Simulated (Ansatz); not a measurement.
Geometry optimisation, Ansatz 0.2.0, UKS B3LYP/def2-SVP.

The input (input.yaml):

```yaml
crystal:
  periodic: [false, false, false]
  atoms:
    - { symbol: H, position_ang: [-0.0772, 0.122, 0.2686] }
    - { symbol: As, position_ang: [0.0155, 0.8742, -1.5598] }
    - { symbol: "N", position_ang: [-0.2351, -0.4546, 1.4608] }
    - { symbol: H, position_ang: [0.4684, -0.4856, -2.0076] }
    - { symbol: H, position_ang: [1.4417, 1.226, -1.2613] }
    - { symbol: H, position_ang: [-0.9916, 0.0835, 1.8774] }
    - { symbol: H, position_ang: [-0.6217, -1.3654, 1.2219] }
magnetization:
  spin_polarized: true
  initial_magnetization: 1
basis:
  gaussian: { orbitals: def2-SVP }
hamiltonian:
  xc: b3lyp
relax:
  f_tol: 0.15
  max_steps: 25
  restrain:
    - { distance: [0, 2], at: 2.32, k: 30.0 }
    - { distance: [1, 0], at: 1.5, k: 30.0 }
```

Run as:

```bash
$ ansatz run input.yaml --threads 2 --pin off --max-ram 3072MiB --backend cpu --events-out ev --progress --plain --runs-dir out
```

**Question.** Where does it end, and by what steps?

**Answer.** The forces met the threshold. The restraints hold the end off the free minimum. After 5 steps the energy has risen by 0.391 eV (the restraints' own energy left out); H1 moved furthest, 0.57 Å. Joined: H1–As2.

```json
{"step": "0", "energy less start (eV)": "0.0000", "largest force component (eV/Å)": "2.919", "accepted": "yes"}
{"step": "1", "energy less start (eV)": "0.4538", "largest force component (eV/Å)": "1.316", "accepted": "yes"}
{"step": "2", "energy less start (eV)": "0.4549", "largest force component (eV/Å)": "0.812", "accepted": "yes"}
{"step": "3", "energy less start (eV)": "0.4645", "largest force component (eV/Å)": "0.929", "accepted": "yes"}
{"step": "4", "energy less start (eV)": "0.4041", "largest force component (eV/Å)": "0.447", "accepted": "yes"}
{"step": "5", "energy less start (eV)": "0.3906", "largest force component (eV/Å)": "0.388", "accepted": "yes"}
```

```xyz
7
Properties=species:S:1:pos:R:3
H -0.067 0.398 -0.229
As 0.102 0.920 -1.640
N -0.272 -0.591 1.859
H 0.472 -0.469 -2.166
H 1.567 1.274 -1.382
H -1.136 -0.064 2.092
H -0.666 -1.468 1.467
```

Whether the end is a true minimum wasn't checked by a vibrational analysis.

The run took 12 s on 2 threads of Arm Neoverse V1 (shared host), peak memory 0.17 GiB.
